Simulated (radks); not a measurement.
Charge is removed step by step from the 3d5/2 level of the gallium ion Ga3+, starting from [Ar] 3d(3/2: 4, 5/2: 6). Method: Dirac Kohn-Sham, LDA (Slater exchange, Perdew-Wang correlation), spin-unpolarised, spherical densities, finite nucleus; Fermi nuclear charge, rms radius 3.9973 fm; computed with a radial shooting solver on a logarithmic mesh with Libxc functionals.

| removed (e) | E - E(0) (eV) | eigenvalue (eV) | E minus straight line (eV) |
|---|---|---|---|
| 0 | 0.000 | -52.655 | 0.000 |
| 0.25 | 13.854 | -58.202 | -2.152 |
| 0.5 | 29.115 | -63.917 | -2.897 |
| 0.75 | 45.825 | -69.793 | -2.193 |
| 1 | 64.025 | -75.826 | 0.000 |

Removing the whole electron costs 64.025 eV by Delta-SCF, against 52.655 eV from minus the eigenvalue at the starting occupation. Slater's transition state (half an electron removed) gives 63.917 eV. Integrating minus the eigenvalue over the occupation (Janak's theorem) gives 64.025 eV. The mean slope of the eigenvalue, de/dn, is 23.2 eV per electron. Ionisation energy of Ga3+ in the NIST Atomic Spectra Database: 63.24 eV (measured).

Beside tabulated values, note that spin-unpolarised runs miss the spin-polarisation part of the exchange energy of open shells.
